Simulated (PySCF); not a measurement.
Radial density of Si²⁺ (silicon, charge +2)

MN15, [Ne] 3s2, closed-shell 1S. Calculation: PySCF 2.14, in pcseg-2; no relativity, point nucleus.

```tsv
r (bohr)	4πr²ρ (e/bohr)
0.00144	0.04405
0.00241	0.1216
0.00406	0.3277
0.00683	0.8586
0.0115	2.130
0.0193	4.842
0.0325	9.479
0.0547	14.54
0.0919	15.21
0.155	10.63
0.260	11.06
0.438	14.10
0.736	6.891
1.24	1.603
2.08	1.068
3.50	0.1311
5.89	0.001617
```
